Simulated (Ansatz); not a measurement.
## Strength of the Ga–H bond: GaH(CH3)(SH) → Ga(CH3)(SH) + H

Species: GaH(CH3)(SH), singlet; Ga(CH3)(SH), doublet; H atom, doublet. 

Shapes, held fixed at every level: PBE0-D4/def2-TZVP. Flexible molecules stand in one conformer, not always the lowest. Programs: Ansatz 0.2.0. The zero-point and thermal change to 298 K, harmonic and unscaled (PBE0-D4/def2-TZVP), is -15.0 kJ/mol.

**Question.** Estimate ΔH(298 K) of this reaction.

**Answer.** The highest level, CCSD(T)/def2-TZVPP, gives ΔH(298 K) = +339.7 kJ/mol; the levels span +258.2 to +360.5. The column of differences is taken from that level and isn't an error. Hartree–Fock misses the correlation of the pair that is broken and comes out low. No measured value is set beside it here. Open shells run unrestricted unless RO is named. Relativity is left out for Ga unless named. Correlated rows may include outer-core shells of Ga, which these sets cover unevenly.

| level | kind | ΔH(298 K) (kJ/mol) | less CCSD(T)/def2-TZVPP |
| --- | --- | --- | --- |
| HF/def2-SVP | Hartree–Fock | +258.2 | -81.5 |
| SPW92/def2-TZVPP | LDA | +360.5 | +20.8 |
| BHLYP-D4/def2-TZVPP | global hybrid | +334.5 | -5.2 |
| r2SCAN0-D4/def2-TZVPP | global hybrid | +328.0 | -11.7 |
| wB97X-V/def2-TZVPP | range-separated hybrid | +344.2 | +4.5 |
| B2PLYP/def2-TZVPP | double hybrid | +332.0 | -7.7 |
| CCSD/def2-TZVPP | coupled cluster or CI | +339.4 | -0.3 |
| CCSD(T)/def2-TZVPP | coupled cluster or CI | +339.7 | 0.0 |
